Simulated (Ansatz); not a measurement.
One change: `C[Se][GaH2]` becomes `[GaH2][SeH]`.

Ansatz, PBE0-D4/def2-TZVP geometries, multiplicity 1. 

Scalar relativity is left out up to krypton.

```tsv
property	`C[Se][GaH2]`
LUMO energy (PBE/def2-TZVPP) / eV	-2.16
HOMO energy (B3LYP/def2-TZVPP) / eV	-6.64
HOMO energy (PBE/def2-TZVPP) / eV	-5.81
LUMO energy (B3LYP/def2-TZVPP) / eV	-1.66
HOMO energy (PBE0/def2-TZVPP) / eV	-6.85
ideal-gas entropy at 298 K and 1 bar (rigid rotor, harmonic PBE0-D4/def2-TZVP) / J/(mol·K)	336
```

(1) Give the same properties after the change, and the shifts. (An estimate is asked.)

Answers

(1) Ansatz gave: 
```
                                                                                  property  `[GaH2][SeH]`  shift
                                                         LUMO energy (PBE/def2-TZVPP) / eV          -2.33  -0.17
                                                       HOMO energy (B3LYP/def2-TZVPP) / eV          -7.12  -0.48
                                                         HOMO energy (PBE/def2-TZVPP) / eV          -6.28  -0.47
                                                       LUMO energy (B3LYP/def2-TZVPP) / eV          -1.83  -0.17
                                                        HOMO energy (PBE0/def2-TZVPP) / eV          -7.35  -0.50
ideal-gas entropy at 298 K and 1 bar (rigid rotor, harmonic PBE0-D4/def2-TZVP) / J/(mol·K)            291    -45
```

With PBE0 the HOMO falls by 0.50 eV and the LUMO falls by 0.16 eV, so the gap widens by about 0.34 eV. PBE moves the HOMO by -0.47 eV and ωB97M-V by -0.51 eV. The zero-point energy changes by -78.6 kJ/mol with -9 modes.

B3LYP here is the variant with VWN-RPA as its local correlation; programs differ in this.

Spin–orbit coupling is left out; it splits and shifts lone-pair levels of the heavy atoms by tenths of an eV.
